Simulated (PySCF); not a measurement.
## Bonding in `OC[C@@H]1C=C1[SiH2]CCl`

Compound: C5H9ClOSi.
SMILES with atom numbers: `[OH:1][CH2:2][C@@H:3]1[CH:4]=[C:5]1[SiH2:6][CH2:7][Cl:8]` (hydrogens: H9 on O1; H10, H11 on C2; H12 on C3; H13 on C4; H14, H15 on Si6; H16, H17 on C7)

Structure used (GFN2-xTB), in Å, numbered top down from 1:
```
atom  x, y, z in Å
O1    -1.8179   -0.6301    1.3726
C2    -2.4777    0.0166    0.3123
C3    -1.5206    0.4546   -0.7902
C4    -0.5792   -0.5235   -1.3935
C5    -0.0314    0.3112   -0.5438
Si6    1.3527    0.8594    0.5595
C7     2.8701   -0.1932    0.0486
Cl8    2.4773   -1.9197    0.2782
H9    -1.2875   -1.3507    1.0116
H10   -3.2671   -0.6318   -0.1035
H11   -2.9550    0.8946    0.7547
H12   -1.8908    1.2848   -1.3851
H13   -0.4845   -1.3454   -2.0608
H14    1.6791    2.2690    0.3130
H15    1.0361    0.5833    1.9584
H16    3.7486    0.0088    0.6561
H17    3.1407   -0.0759   -0.9980
```

Bond orders from the PBE0/pcSseg-1 density (PySCF). Isolated species at its GFN2-xTB geometry (one conformer only).

(1) Where do the orders between heavy atoms depart from those drawn in the SMILES?

(2) Set the Mayer orders of the bonds beside their lengths.

Answers

(1) The largest departure is 0.327, at C4–C5 (drawn double, 1.673). Drawn single, order below 0.88: Si6–C7 (0.849). Drawn double or triple, more than 0.30 short of the drawn order: C4–C5 (1.673).

(2) 
| bond | drawn as | length (Å) | Mayer order |
| --- | --- | --- | --- |
| O1–C2 | single | 1.406 | 0.970 |
| C2–C3 | single | 1.524 | 0.974 |
| C3–C4 | single | 1.485 | 0.953 |
| C4–C5 | double | 1.311 | 1.673 |
| C5–Si6 | single | 1.853 | 0.886 |
| Si6–C7 | single | 1.916 | 0.849 |
| C7–Cl8 | single | 1.785 | 0.953 |
| C5–C3 | single | 1.516 | 0.893 |
| O1–H9 | single | 0.965 | 0.938 |
| C2–H10 | single | 1.103 | 0.952 |
| C2–H11 | single | 1.093 | 0.950 |
| C3–H12 | single | 1.086 | 0.946 |
| C4–H13 | single | 1.063 | 1.027 |
| Si6–H14 | single | 1.468 | 0.934 |
| Si6–H15 | single | 1.461 | 0.959 |
| C7–H16 | single | 1.087 | 0.942 |
| C7–H17 | single | 1.087 | 0.936 |

Bonds between the same two heavy elements. C–C: lowest C5–C3 (0.893, 1.516 Å), highest C4–C5 (1.673, 1.311 Å); in 2 of the 6 pairs the longer bond (by over 0.003 Å) has the higher order (by 0.02 or more). C–Si: lowest Si6–C7 (0.849, 1.916 Å), highest C5–Si6 (0.886, 1.853 Å).

Question: Sum the orders of all bonds at each heavy atom with more than one neighbour and set the sums beside the valence in the SMILES.

Answer: O1 1.908 (drawn 2), C2 3.846 (drawn 4), C3 3.766 (drawn 4), C4 3.653 (drawn 4), C5 3.452 (drawn 4), Si6 3.628 (drawn 4), C7 3.680 (drawn 4). Orders between atoms that aren't bonded are not in these sums.

The Mayer order sums products of elements of PS (density times overlap matrix) between the two atoms' basis functions, so it depends on the basis set.
